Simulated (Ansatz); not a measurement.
Born–Oppenheimer molecular dynamics of F4H3HfP (9 atoms, charge 0, multiplicity 1). It starts at the highest image of a converged band, a first-order saddle point between two minima.

These are results of RKS r2SCAN-D4/def2-SVP in Ansatz 0.2.0, not measurements.

```json
{"ensemble": "NVE (velocity Verlet)", "time step": "0.5 fs", "steps asked": "157", "starting velocities drawn for": "300 K", "seed": "2747"}
```

Frames 2.5 fs apart, positions in Å.

Velocities at 40.0 fs (Å/ps):

```
Hf -0.11 -1.08 -0.06
F 3.89 5.39 1.25
F 0.99 0.16 -0.58
F -2.56 1.43 3.36
F 2.18 1.32 -2.56
P -0.55 -0.44 -0.89
H -32.24 4.63 3.54
H -15.24 5.18 9.64
H -1.17 38.61 -3.28
```

```xyz
9
Properties=species:S:1:pos:R:3 time_fs=40.0 energy_less_start_eV=0.027 T=271
Hf -0.445 -0.161 0.030
F -0.216 1.372 1.776
F 1.212 -1.050 0.355
F -0.415 1.455 -0.948
F -1.079 -1.378 -1.285
P -2.561 -0.230 1.691
H -3.465 -0.209 0.638
H -2.567 -1.633 1.916
H -1.113 1.165 2.126
9
Properties=species:S:1:pos:R:3 time_fs=42.5 energy_less_start_eV=0.021 T=277
Hf -0.445 -0.164 0.030
F -0.206 1.386 1.779
F 1.215 -1.050 0.354
F -0.421 1.459 -0.940
F -1.074 -1.375 -1.292
P -2.562 -0.231 1.689
H -3.555 -0.197 0.639
H -2.605 -1.622 1.943
H -1.112 1.260 2.119
9
Properties=species:S:1:pos:R:3 time_fs=45.0 energy_less_start_eV=0.061 T=233
Hf -0.446 -0.167 0.030
F -0.196 1.399 1.782
F 1.218 -1.049 0.355
F -0.428 1.464 -0.933
F -1.069 -1.371 -1.298
P -2.564 -0.232 1.687
H -3.629 -0.185 0.656
H -2.644 -1.619 1.974
H -1.103 1.347 2.116
9
Properties=species:S:1:pos:R:3 time_fs=47.5 energy_less_start_eV=0.057 T=237
Hf -0.446 -0.170 0.030
F -0.186 1.412 1.786
F 1.221 -1.048 0.356
F -0.435 1.470 -0.927
F -1.065 -1.367 -1.305
P -2.567 -0.232 1.682
H -3.658 -0.177 0.713
H -2.683 -1.619 2.009
H -1.090 1.423 2.119
9
Properties=species:S:1:pos:R:3 time_fs=50.0 energy_less_start_eV=0.069 T=224
Hf -0.446 -0.173 0.029
F -0.175 1.426 1.789
F 1.224 -1.046 0.359
F -0.441 1.478 -0.922
F -1.061 -1.363 -1.312
P -2.571 -0.233 1.677
H -3.654 -0.172 0.792
H -2.720 -1.611 2.043
H -1.071 1.483 2.129
9
Properties=species:S:1:pos:R:3 time_fs=52.5 energy_less_start_eV=0.111 T=178
Hf -0.447 -0.176 0.029
F -0.165 1.439 1.792
F 1.227 -1.044 0.363
F -0.448 1.484 -0.917
F -1.057 -1.359 -1.319
P -2.574 -0.234 1.673
H -3.667 -0.168 0.847
H -2.751 -1.590 2.076
H -1.049 1.526 2.143
9
Properties=species:S:1:pos:R:3 time_fs=55.0 energy_less_start_eV=0.100 T=189
Hf -0.447 -0.179 0.029
F -0.153 1.453 1.794
F 1.230 -1.041 0.368
F -0.455 1.491 -0.912
F -1.054 -1.355 -1.326
P -2.575 -0.235 1.671
H -3.725 -0.162 0.855
H -2.775 -1.566 2.109
H -1.027 1.552 2.162
9
Properties=species:S:1:pos:R:3 time_fs=57.5 energy_less_start_eV=0.130 T=157
Hf -0.448 -0.182 0.028
F -0.142 1.466 1.796
F 1.232 -1.037 0.374
F -0.462 1.497 -0.907
F -1.050 -1.351 -1.334
P -2.575 -0.235 1.669
H -3.785 -0.155 0.844
H -2.791 -1.549 2.145
H -1.008 1.559 2.184
9
Properties=species:S:1:pos:R:3 time_fs=60.0 energy_less_start_eV=0.140 T=145
Hf -0.449 -0.185 0.027
F -0.130 1.479 1.798
F 1.234 -1.033 0.382
F -0.469 1.502 -0.901
F -1.047 -1.347 -1.342
P -2.577 -0.235 1.667
H -3.799 -0.152 0.847
H -2.801 -1.542 2.182
H -0.989 1.550 2.207
9
Properties=species:S:1:pos:R:3 time_fs=62.5 energy_less_start_eV=0.113 T=175
Hf -0.450 -0.187 0.027
F -0.118 1.491 1.800
F 1.236 -1.029 0.390
F -0.475 1.505 -0.896
F -1.044 -1.343 -1.350
P -2.580 -0.234 1.664
H -3.760 -0.155 0.869
H -2.803 -1.535 2.216
H -0.969 1.524 2.227
9
Properties=species:S:1:pos:R:3 time_fs=65.0 energy_less_start_eV=0.131 T=156
Hf -0.451 -0.190 0.026
F -0.106 1.502 1.801
F 1.237 -1.024 0.399
F -0.482 1.506 -0.889
F -1.041 -1.338 -1.358
P -2.582 -0.233 1.661
H -3.711 -0.161 0.882
H -2.796 -1.520 2.240
H -0.951 1.486 2.244
9
Properties=species:S:1:pos:R:3 time_fs=67.5 energy_less_start_eV=0.113 T=176
Hf -0.452 -0.192 0.025
F -0.094 1.513 1.802
F 1.237 -1.018 0.409
F -0.489 1.506 -0.882
F -1.038 -1.334 -1.367
P -2.582 -0.231 1.661
H -3.704 -0.167 0.852
H -2.781 -1.500 2.255
H -0.934 1.437 2.256
```

Of the whole run (78 fs, mean temperature of the second half 196 K): The conserved energy stayed within 0.057 meV per atom of its start (net change 0.043 meV per atom), so the integration is sound. A run of 0.079 ps of so small a system gives no equilibrium averages. The orbitals stay closed-shell, which can raise the energy where a bond breaks towards radicals; this wasn't checked here.

The run took 10 min on 4 threads of AMD EPYC 7R43 64-Core Processor (Zen 3), with other jobs on the host, peak memory 0.24 GiB.
